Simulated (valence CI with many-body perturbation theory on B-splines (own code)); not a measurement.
**Energy levels of Ni14+**

Level of theory: configuration interaction combined with many-body perturbation theory (CI+MBPT): four valence electrons over a frozen Dirac-Fock core [Ne], a basis of 11 s, 11 p, 10 d, 8 f, 5 g, 2 h functions for each j, with the one-electron correlation potential Σ1 (screened to all orders), the two-electron term Σ2, the three-electron term Σ3, Breit, model QED; selected single and double excitations, second order for the rest, scaled by the run's own slope (own B-spline code, finite nucleus).

No measured levels were compared; by estimate levels of excited configurations hold to 0.05 to 0.15 % of their energy, terms of the ground configuration to about 0.5 %. Among the levels kept, up to 810 cm⁻¹ of a level comes from second order outside the variational space, and about a tenth of that is noise between levels of different J, which matters for small intervals.

Levels 136 to 172 of 172, with energies above the lowest level, 3s2.3p2 3P_0. "Leading %" is the weight of the configuration and term that name the level; weights of strongly mixed levels are sums over their largest components and can fall short, so below about 35 % the name and the second component can differ from the true leading terms, or belong to a minority configuration. Lifetimes count E1, E2, E3, M1 and M2 decay at the calculated energies, and are blank where another channel may lead or the interval is too uncertain; long ones can be off by a factor of two.

| No. | Configuration | Term | J | E (eV) | Leading % | g | Lifetime | Second component |
| --- | --- | --- | --- | --- | --- | --- | --- | --- |
| 136 | 3s.3p.3d2 | 5D° | 2 | 159.78 | 71 | 1.391 | 25.0 ps | 20 % 3s.3p.3d2 5F° |
| 137 | 3s.3p.3d2 | 5D° | 3 | 160.12 | 56 | 1.401 | 22.0 ps | 32 % 3s.3p.3d2 5F° |
| 138 | 3s.3p.3d2 | 5F° | 1 | 160.44 | 88 | 0.168 | 14.2 ps | 10 % 3s.3p.3d2 5D° |
| 139 | 3s.3p.3d2 | 5F° | 4 | 160.73 | 51 | 1.416 | 19.0 ps | 46 % 3s.3p.3d2 5D° |
| 140 | 3s.3p.3d2 | 5F° | 2 | 160.76 | 74 | 1.130 | 15.2 ps | 22 % 3s.3p.3d2 5D° |
| 141 | 3s.3p.3d2 | 5F° | 3 | 161.27 | 61 | 1.342 | 16.7 ps | 30 % 3s.3p.3d2 5D° |
| 142 | 3s.3p.3d2 | 5F° | 5 | 161.82 | 97 | 1.396 | 14.7 ps |  |
| 143 | 3p3.3d | 1F° | 3 | 161.96 | 29 | 1.135 | 12.7 ps | 28 % 3s.3p.3d2 1F° |
| 144 | 3s.3p.3d2 | 5D° | 4 | 162.03 | 53 | 1.428 | 20.1 ps | 45 % 3s.3p.3d2 5F° |
| 145 | 3s.3p.3d2 | 5P° | 1 | 162.16 | 93 | 2.451 | 22.3 ps |  |
| 146 | 3p3.3d | 1F° | 3 | 162.37 | 72 | 1.044 | 25.7 ps | 6 % 3p3.3d 3D° |
| 147 | 3s.3p.3d2 | 5P° | 2 | 162.86 | 90 | 1.808 | 21.9 ps | 7 % 3s.3p.3d2 5D° |
| 148 | 3p3.3d | 1D° | 2 | 163.43 | 30 | 1.095 | 12.8 ps | 20 % 3p3.3d 3D° |
| 149 | 3s.3p.3d2 | 3F° | 2 | 163.80 | 65 | 0.733 | 21.9 ps | 13 % 3p3.3d 3F° |
| 150 | 3s.3p.3d2 | 5P° | 3 | 163.86 | 85 | 1.631 | 21.6 ps | 9 % 3s.3p.3d2 5D° |
| 151 | 3s.3p.3d2 | 3F° | 3 | 164.58 | 40 | 1.116 | 19.7 ps | 14 % 3p3.3d 1F° |
| 152 | 3p3.3d | 3D° | 1 | 164.76 | 48 | 0.509 | 12.5 ps | 35 % 3s.3p.3d2 3D° |
| 153 | 3p3.3d | 3D° | 3 | 164.86 | 28 | 1.193 | 13.0 ps | 11 % 3s.3p.3d2 3F° |
| 154 | 3s.3p.3d2 | 5D° | 4 | 165.28 | 47 | 1.368 | 16.3 ps | 46 % 3s.3p.3d2 3F° |
| 155 | 3s.3p.3d2 | 5D° | 2 | 165.68 | 90 | 1.452 | 11.1 ps |  |
| 156 | 3s.3p.3d2 | 5D° | 3 | 165.73 | 87 | 1.482 | 11.4 ps | 5 % 3s.3p.3d2 5P° |
| 157 | 3s.3p.3d2 | 5D° | 1 | 165.74 | 97 | 1.482 | 11.0 ps |  |
| 158 | 3s.3p.3d2 | 5D° | 0 | 165.77 | 99 |  | 10.9 ps |  |
| 159 | 3p3.3d | 1D° | 2 | 165.87 | 30 | 1.061 | 13.0 ps | 16 % 3p3.3d 3D° |
| 160 | 3s.3p.3d2 | 5D° | 4 | 166.05 | 52 | 1.380 | 14.2 ps | 26 % 3s.3p.3d2 3F° |
| 161 | 3s.3p.3d2 | 3H° | 4 | 166.86 | 90 | 0.823 | 38.5 ps | 5 % 3s.3p.3d2 3G° |
| 162 | 3p3.3d | 3D° | 1 | 166.90 | 42 | 0.519 | 12.5 ps | 41 % 3s.3p.3d2 3D° |
| 163 | 3s.3p.3d2 | 3D° | 2 | 167.25 | 40 | 1.162 | 13.9 ps | 38 % 3p3.3d 3D° |
| 164 | 3s.3p.3d2 | 3H° | 5 | 167.72 | 79 | 1.065 | 33.3 ps | 15 % 3s.3p.3d2 3G° |
| 165 | 3s.3p.3d2 | 3D° | 3 | 167.74 | 38 | 1.314 | 16.3 ps | 30 % 3p3.3d 3D° |
| 166 | 3s.3p.3d2 | 3G° | 3 | 169.26 | 81 | 0.758 | 17.4 ps | 14 % 3p3.3d 3G° |
| 167 | 3s.3p.3d2 | 3G° | 4 | 169.65 | 74 | 1.035 | 18.4 ps | 12 % 3p3.3d 3G° |
| 168 | 3s.3p.3d2 | 3H° | 6 | 169.66 | 99 | 1.166 | 40.5 ps |  |
| 169 | 3s.3p.3d2 | 3S° | 1 | 169.74 | 75 | 2.011 | 10.5 ps | 19 % 3p3.3d 3S° |
| 170 | 3s.3p.3d2 | 5S° | 2 | 169.97 | 96 | 1.995 | 7.76 ps |  |
| 171 | 3s.3p.3d2 | 3G° | 5 | 170.19 | 67 | 1.167 | 19.7 ps | 20 % 3s.3p.3d2 3H° |
| 172 | 3s.3p.3d2 | 3G° | 3 | 171.12 | 87 | 0.759 | 23.0 ps | 7 % 3p3.3d 3G° |

Names give the largest LS component (configuration and term), which can be under half, so a name can repeat, a term be missing and a line seem to break the LS rules; names also repeat where a configuration has a term twice.

Where two levels of one J and parity lie close, their mixing, g and order are uncertain.
